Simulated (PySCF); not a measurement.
C$_{2}$H$_{2}$N (SMILES [CH2-]C#N), charge -1, singlet, at a GFN2-xTB geometry (in this run its highest filled SCF level lies above zero, so its values depend strongly on the basis, on diffuse functions most of all), atoms displaced at random by about 0.1 Å a coordinate. Base run: PySCF with PBE0/3-21G.

Input for PySCF:
```python
from pyscf import gto, scf, dft
from pyscf.geomopt import geometric_solver

mol = gto.M(
    atom='''
C     0.07179939   -0.16334274   -1.08450108
C    -0.06386947   -0.11780656    0.30131593
N    -0.06508522    0.00834048    1.27826773
H     1.01017657   -0.13187528   -1.58709862
H    -1.08212826   -0.43494474   -1.67403602
''',
    basis='3-21g',
    charge=-1,
    verbose=3,
)

def method(m):
    mf = dft.RKS(m)
    mf.xc = 'pbe0'
    return mf

conv, mol_eq = geometric_solver.kernel(method(mol), maxsteps=100)
print('optimisation converged:', conv)
print(mol_eq.tostring(format='xyz'))
mf = method(mol_eq)
mf.kernel()
```

Variants of this job, named by their change:

```
change                           ΔE vs base (kcal/mol)  optimiser steps  core-seconds (rough)
-------------------------------  ---------------------  ---------------  --------------------
base                                             0.000               13                    20
convergence_set = NWCHEM_LOOSE                   0.000               12                    20
trust = 0.5                                      0.000               14                    20
coordsys = cart                                  0.003               16                    20
coordsys = dlc                                   0.000               13                    20
convergence_set = GAU_TIGHT                     -0.001               29                    40
convergence_set = GAU_VERYTIGHT                 -0.001               31                    40
```
